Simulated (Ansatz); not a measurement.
A structure relaxed at r2SCAN-D4/def2-SVPD in Ansatz, charge -1, doublet:

```tsv
atom	x (Å)	y (Å)	z (Å)
Ge1	0.370	-2.282	-0.169
Ge2	-0.420	0.871	0.505
Se3	-0.073	2.891	-0.412
Se4	1.555	-0.568	0.982
Se5	-1.432	-0.912	-0.906
```

Give its formula and point group.

the cluster Ge2Se3⁻. Point group Cs (tolerance 0.1 Å).

Summarise the bond lengths by kind (pairs closer than 1.2 times the sum of covalent radii, bridged metal pairs left out).

5 × Ge–Se 2.25 to 2.49 Å.

The relaxation made no stability test and no search for a lower SCF solution. Another isomer (doublet) lies 0.39 eV lower at PBE0-D4/def2-TZVPD; other spin states weren't run for this one.
